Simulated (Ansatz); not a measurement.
`O[SiH2]C[TeH]`, relaxed with RKS PBE0-D4/def2-TZVP in the Gaussian-basis code of Ansatz from a PBE-D4/def2-SVP geometry. The force threshold is 0.005 eV/Å; the program also tests the step.

Charge 0, multiplicity 1. Te: def2 effective core potential.

Start:

```xyz
10

O    -1.008   -1.662    0.112
Si   -0.886    0.007    0.271
C     0.938    0.386    0.510
Te    2.174   -0.089   -1.239
H    -1.900   -2.004   -0.067
H    -1.655    0.490    1.481
H    -1.414    0.743   -0.936
H     1.351   -0.249    1.320
H     1.112    1.444    0.787
H     1.288    0.934   -2.239
```

```json
{"step": "1", "energy (eV)": "-18349.0352", "largest force (eV/Å)": "0.827", "largest move (Å)": "0.000"}
{"step": "2", "energy (eV)": "-18349.0807", "largest force (eV/Å)": "0.469", "largest move (Å)": "0.071"}
{"step": "3", "energy (eV)": "-18349.0937", "largest force (eV/Å)": "0.169", "largest move (Å)": "0.030"}
{"step": "4", "energy (eV)": "-18349.0965", "largest force (eV/Å)": "0.093", "largest move (Å)": "0.033"}
{"step": "5", "energy (eV)": "-18349.0986", "largest force (eV/Å)": "0.036", "largest move (Å)": "0.022"}
{"step": "6", "energy (eV)": "-18349.0991", "largest force (eV/Å)": "0.041", "largest move (Å)": "0.008"}
{"step": "7", "energy (eV)": "-18349.0995", "largest force (eV/Å)": "0.031", "largest move (Å)": "0.011"}
{"step": "8", "energy (eV)": "-18349.0998", "largest force (eV/Å)": "0.053", "largest move (Å)": "0.024"}
{"step": "9 (rejected)", "energy (eV)": "-18349.0992", "largest force (eV/Å)": "0.270", "largest move (Å)": "0.098"}
{"step": "10", "energy (eV)": "-18349.1006", "largest force (eV/Å)": "0.024", "largest move (Å)": "0.049"}
{"step": "11 (rejected)", "energy (eV)": "-18349.0864", "largest force (eV/Å)": "0.405", "largest move (Å)": "0.086"}
{"step": "13", "energy (eV)": "-18349.1016", "largest force (eV/Å)": "0.120", "largest move (Å)": "0.049"}
{"step": "15", "energy (eV)": "-18349.1060", "largest force (eV/Å)": "0.079", "largest move (Å)": "0.113"}
{"step": "17", "energy (eV)": "-18349.1282", "largest force (eV/Å)": "0.236", "largest move (Å)": "0.200"}
{"step": "19", "energy (eV)": "-18349.1758", "largest force (eV/Å)": "0.461", "largest move (Å)": "0.200"}
{"step": "21", "energy (eV)": "-18349.1879", "largest force (eV/Å)": "0.280", "largest move (Å)": "0.109"}
{"step": "23 (rejected)", "energy (eV)": "-18349.1933", "largest force (eV/Å)": "0.116", "largest move (Å)": "0.124"}
{"step": "25 (rejected)", "energy (eV)": "-18349.1975", "largest force (eV/Å)": "0.047", "largest move (Å)": "0.017"}
{"step": "27", "energy (eV)": "-18349.1983", "largest force (eV/Å)": "0.006", "largest move (Å)": "0.006"}
{"step": "29", "energy (eV)": "-18349.1983", "largest force (eV/Å)": "0.009", "largest move (Å)": "0.003"}
{"step": "30", "energy (eV)": "-18349.1984", "largest force (eV/Å)": "0.004", "largest move (Å)": "0.002"}
```

End:

```xyz
10

O    -1.303   -1.464    0.107
Si   -0.969    0.122    0.382
C     0.874    0.385    0.550
Te    1.878   -0.387   -1.192
H    -0.773   -1.875   -0.582
H    -1.683    0.470    1.636
H    -1.444    0.999   -0.725
H     1.278   -0.202    1.379
H     1.168    1.425    0.686
H     0.975    0.529   -2.241
```

Hardware: 4 threads of an Arm Neoverse V2 on a shared host. Wall time 77 s, peak host memory 0.48 GiB.
